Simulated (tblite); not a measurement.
Write Cartesian coordinates for `FCC[SiH2][C@@H](F)Cl` as optimised with GFN2-xTB.

```xyz
14
C3H7ClF2Si angstrom
F      2.109    1.305    0.948
C      2.158    0.273    0.040
C      0.797    0.066   -0.600
Si    -0.558   -0.091    0.729
C     -2.210   -0.455   -0.208
F     -3.235   -0.589    0.683
Cl    -2.583    0.928   -1.274
H      2.927    0.542   -0.691
H      2.475   -0.612    0.601
H      0.580    0.913   -1.252
H      0.853   -0.820   -1.232
H     -0.319   -1.253    1.593
H     -0.762    1.144    1.475
H     -2.232   -1.350   -0.835
```

Orientation and origin are arbitrary. Atoms count from 1 in this order. The C–Si distances run from 1.905 Å (C3–Si4, drawn single) to 1.933 Å (Si4–C5, drawn single), a spread of 0.028 Å. Si4 (SiH2 silicon) is distorted tetrahedral (angles from 106.0° to 113.1°).

Bonds between heavy atoms (Å): F1–C2 1.375, C2–C3 1.518, C3–Si4 1.905, Si4–C5 1.933, C5–F6 1.365, C5–Cl7 1.785.

Structure optimised with GFN2-xTB, isolated species.

Point group: C1 (no symmetry element, even within 0.4 Å). Its GFN2-xTB frequencies are all real (lowest 32 cm⁻¹). One conformer, not necessarily the lowest (F1–C2–C3–Si4 -51°, C2–C3–Si4–C5 -177°, C3–Si4–C5–F6 180°). 3 starts were optimised and ended at 0.00, 0.49 and 0.66 kcal/mol (GFN2-xTB); the lowest of these is shown.

All values are computed, not measured.
